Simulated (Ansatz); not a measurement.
Ansatz (a program for electronic structure) input (CCSD(T)/cc-pwCVTZ):
A basis named .json is the Basis Set Exchange file of that set.

Ansatz 0.2 input:
```yaml
crystal:
  periodic: [false, false, false]
  atoms:
    - {symbol: B, position_ang: [-0.00000000, -0.00000000, -0.78099334]}
    - {symbol: F, position_ang: [0.00000000, 0.00000000, 0.43388519]}
basis:
  gaussian:
    orbitals: cc-pwCVTZ.json
total_charge: 1
magnetization: {spin_polarized: true, initial_magnetization: 1}
correlation: {method: ccsd_t, electrons: outside_noble_gas}
```

End of the output:

```
reference -3368.68190157 eV, -123.7967765080 hartree; 5, 4 occupied and 79, 80 virtual orbitals, 525 factors
second order -8.11624658 eV of doubles, -0.00000000 eV of singles
coupled cluster: 0.32 GiB planned
cycle   1  -7.87648995 eV  change    2.4e-1 eV  update   7.2e-2
cycle   2  -8.07385629 eV  change   -2.0e-1 eV  update   2.3e-2
cycle   3  -8.13425820 eV  change   -6.0e-2 eV  update   1.4e-2
cycle   4  -8.12336488 eV  change    1.1e-2 eV  update   3.1e-3
cycle   5  -8.12252879 eV  change    8.4e-4 eV  update   1.2e-3
cycle   6  -8.12312560 eV  change   -6.0e-4 eV  update   4.1e-4
cycle   7  -8.12317041 eV  change   -4.5e-5 eV  update   2.0e-4
cycle   8  -8.12321299 eV  change   -4.3e-5 eV  update   6.1e-5
cycle   9  -8.12322248 eV  change   -9.5e-6 eV  update   1.8e-5
cycle  10  -8.12321348 eV  change    9.0e-6 eV  update   7.0e-6
perturbative correction -0.28720317 eV, -0.0105545217 hartree
Total energy: -3377.09231821 eV, -124.1058536190 hartree
```
